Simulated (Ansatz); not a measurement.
Reactions of ClH₃Si, SMILES `[SiH3]Cl`.

Gas-phase electronic energies from Ansatz, PBE0-D4/def2-TZVP geometries. CCSD(T)/CBS is the MP2 limit (def2-TZVPP, def2-QZVPP) plus CCSD(T) − MP2 in def2-TZVPP, frozen cores. Small cases extrapolate CCSD(T) itself. Open shells (•) are unrestricted, without spin–orbit coupling. Spin–orbit coupling would lower the free atoms: a little for Cl, Si. def2 core potentials past Kr. For Br, Sn outer-core shells are correlated without core-valence functions, so the limit isn't a true one: a few kJ/mol of doubt a bond, and 10 to 20 or more in all where bonds break to atoms. Scalar relativity is left out up to krypton. Each species was taken in one conformer, which may not be the lowest.

(1) Order these by ΔE at CCSD(T)/CBS, lowest first. (An estimate is asked.)
A. `[SiH3]Cl` + `OB(O)Br` → `OB(Br)O[SiH3]` + HCl
B. `[SiH3]Cl` + `C=CN([SiH3])C=O` → `C=CN([SiH3])[SiH2]Cl` + `C=O`
C. `[SiH3]Cl` → Cl• + 3 H• + Si•
D. `[SiH3]Cl` + `C[CH2][SnH]([F])[F]` → `[F][SnH]([F])[SiH3]` + `CCCl`
E. `[SiH3]Cl` → HCl + `[SiH2]`

Largest T1 diagnostic: 0.015, for `C=O`.

Extrapolated directly: `[SiH3]Cl` → HCl + `[SiH2]`; `[SiH3]Cl` → Cl• + 3 H• + Si•.

Answers

(1) B (-3.4 kcal/mol), A (+0.2 kcal/mol), D (+26.8 kcal/mol), E (+79.4 kcal/mol), C (+340.9 kcal/mol).
